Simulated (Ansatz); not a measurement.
Consider the atomization: `C[O][GeH]([Cl])[SeH]` → C• + Cl• + Ge• + 5 H• + O• + Se•.

Calculated with Ansatz (gas phase, PBE0-D4/def2-TZVP geometries, no zero-point term in ΔE). CBS: MP2 limit from def2 TZ/QZ plus the TZ coupled-cluster correction, frozen cores. This one scheme is used for every species, atoms too. No spin–orbit coupling; open shells (•) take unrestricted orbitals. Spin–orbit coupling would lower the free atoms: a little for C, Cl, O; clearly for Ge, Se. For Ge, Se outer-core shells are correlated without core-valence functions, so the limit isn't a true one: a few kJ/mol of doubt a bond, and 10 to 20 or more in all where bonds break to atoms. Scalar relativity is left out up to krypton. Each species was taken in one conformer, which may not be the lowest.

`C[O][GeH]([Cl])[SeH]`:

Cartesian coordinates in Å:
```
C 0.068 -0.284 -1.557
O 0.555 0.780 -0.766
Ge 0.201 0.842 0.956
Cl -1.932 1.035 1.187
Se 0.860 -1.115 2.069
H 0.387 -1.257 -1.167
H -1.026 -0.269 -1.620
H 0.476 -0.159 -2.561
H 0.909 2.091 1.476
H -0.498 -1.665 1.981
```

| level | ΔE (kJ/mol) |
| --- | --- |
| MP2/def2-QZVPP | 3299.6 |
| MP2/CBS(def2) | 3335.9 |

Problem. What does CCSD(T)/CBS give? (An estimate is asked.)

Solution. Ansatz gave: +3280.9 kJ/mol. The listed levels differ from it by 18.7, 55.0 kJ/mol.

Largest T1 diagnostic among the species: 0.011.

In def2-TZVPP, CCSD(T) changes the Hartree–Fock value by +903.4 kJ/mol (the triples alone add +59.3 kJ/mol) and MP2 by +958.4 kJ/mol; breaking electron pairs costs correlation energy, which Hartree–Fock lacks. From PBE to PBE0 (25 % exact exchange), in def2-TZVPP and without D4, ΔE moves by −58.7 kJ/mol: exact exchange takes away binding that semilocal exchange gives to molecules. The D4 term adds +45.0 kJ/mol with B3LYP and +23.9 kJ/mol with PBE0; it sums over pairs of atoms, weighted by their polarisabilities, and B3LYP, whose exchange is more repulsive, gets the larger term.

B3LYP here is the variant with VWN-RPA as its local correlation; programs differ in this.

For atomizations the MP2-based limit and the directly extrapolated one differ by several kJ/mol either way, and by 10 to 25 for some Ge, Se and Sn compounds, so smaller differences from it don't rank the levels.
